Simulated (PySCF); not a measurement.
**How methods differ on the excitation energy of Cu**

Cu [Ar] 3d10 4s1 (2S) → Cu [Ar] 3d10 4p1 (2P), as a difference of total energies. Computed with PySCF 2.14 in aug-cc-pVQZ-PP with ECP10MDF, with scalar relativity through the core potential. Correlated levels: valence: 3s2 3p6 frozen. The calculations carry no spin-orbit coupling.

| method | excitation energy (eV) |
| --- | --- |
| UHF | 3.191 |
| LDA | 4.199 |
| PBE | 3.970 |
| PBE0 | 3.799 |
| r2SCAN | 3.930 |
| TPSSh | 3.830 |
| revPBE | 3.887 |
| M06-2X | 3.643 |
| MP2 (valence) | 3.891 |
| SCS-MP2 (valence) | 3.795 |

Problem. How much does correlation contribute at MP2 (valence)?

Solution. 3.891 − (3.191) = 0.700 eV, measured against UHF.

For comparison: 3.806 eV (measured; NIST levels, between the centres of gravity of the two terms).
